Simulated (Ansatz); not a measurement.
CH₅ClO₂Ti (`[CH3][Ti]([OH])([OH])[Cl]`), relaxed with RKS PBE0-D4/def2-TZVP in Ansatz from a PBE-D4/def2-SVP geometry. The force threshold is 0.005 eV/Å; the program also tests the step.

Charge 0, multiplicity 1.

Start:

```xyz
10

C     0.166    0.909    1.177
Ti    0.226   -0.405   -0.419
O    -1.251   -1.377   -0.294
O     0.238    0.625   -1.875
Cl    2.075   -1.612   -0.186
H     0.161    0.335    2.128
H     1.066    1.558    1.135
H    -0.747    1.538    1.119
H    -1.543   -2.296   -0.175
H    -0.391    0.724   -2.611
```

| step | energy (eV) | largest force (eV/Å) | largest move (Å) |
| --- | --- | --- | --- |
| 1 | -40842.9138 | 0.671 | 0.000 |
| 2 | -40842.9394 | 0.171 | 0.021 |
| 3 | -40842.9416 | 0.050 | 0.011 |
| 4 (rejected) | -40842.9414 | 0.231 | 0.027 |
| 5 | -40842.9426 | 0.044 | 0.013 |
| 6 | -40842.9440 | 0.023 | 0.055 |
| 7 | -40842.9443 | 0.010 | 0.016 |
| 8 | -40842.9443 | 0.008 | 0.006 |
| 9 | -40842.9443 | 0.003 | 0.002 |

End:

```xyz
10

C     0.165    0.896    1.169
Ti    0.221   -0.408   -0.414
O    -1.236   -1.399   -0.258
O     0.216    0.622   -1.864
Cl    2.087   -1.579   -0.185
H     0.187    0.333    2.106
H     1.036    1.555    1.112
H    -0.750    1.492    1.120
H    -1.598   -2.276   -0.149
H    -0.329    0.765   -2.638
```

Run time 34 s (4 threads of an Arm Neoverse V2 on a shared host); peak host memory 0.64 GiB.
